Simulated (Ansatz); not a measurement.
Total energies of the cluster ZrTe2 (the lowest singlet isomer of a short search) from Ansatz at PBE0-D4/def2-TZVP, gas phase (1 Eh = 27.2114 eV = 2625.5 kJ/mol). The reference geometry is relaxed at PBE-D4/def2-TZVP.

```csv
atom,x (Å),y (Å),z (Å)
Zr1,-0.3272,-0.7652,-0.5505
Te2,2.0508,-0.4947,0.3729
Te3,-1.7236,1.2599,0.1776
```

| state | geometry | energy (Eh) |
| --- | --- | --- |
| charge 0 singlet | reference | -583.17046 |
| charge 1 doublet | reference | -582.89830 |
| charge 1 doublet | relaxed at PBE-D4/def2-TZVP | -582.90618 |
| charge 0 triplet | relaxed at PBE-D4/def2-TZVP | -583.15077 |
| charge 0 quintet | relaxed at PBE-D4/def2-TZVP | -583.08586 |
| free Zr atom (triplet) | – | -46.88229 |
| free Te atom (triplet) | – | -267.99464 |

In the def2 sets Te, Zr take a core potential; there is no spin–orbit coupling.

Problem. Work out the vertical ionisation energy to the doublet.

Solution. E(charge 1 doublet) − E(charge 0 singlet) = -582.89830 − (-583.17046) = 0.27216 Eh = 7.41 eV. For comparison, −ε of the highest occupied level is 5.79 eV at this level, 1.62 eV less.

Problem. How much does the charge 1 doublet relax, and what is the adiabatic ionisation energy?

Solution. Relaxation: -582.89830 − (-582.90618) = 0.00788 Eh = 0.21 eV. Adiabatic ionisation energy: 0.26428 Eh = 7.19 eV, without zero-point energy. 

Problem. Which of the charge 0 states is lowest, and how far above it are the others?

Solution. The singlet. triplet: -583.15077 − (-583.17046) = 0.01969 Eh = 51.7 kJ/mol; quintet: -583.08586 − (-583.17046) = 0.08460 Eh = 222.1 kJ/mol.

Problem. What is the binding energy per atom against free atoms?

Solution. Atoms: 1 × (-46.88229) + 2 × (-267.99464) = -582.87157 Eh. Binding: -582.87157 − (-583.17046) = 0.29889 Eh = 8.13 eV, or 2.71 eV for each of 3 atoms (no zero-point energy, no counterpoise term).

At PBE0-D4/def2-TZVP the charge 1 doublet is spin-contaminated (final ⟨S²⟩ up to 0.84, 0.75 for a pure state). At PBE0-D4/def2-TZVP the relaxed charge 1 doublet is spin-contaminated (final ⟨S²⟩ up to 0.83, 0.75 for a pure state). 

The structure comes from a short search, and lower isomers may exist.
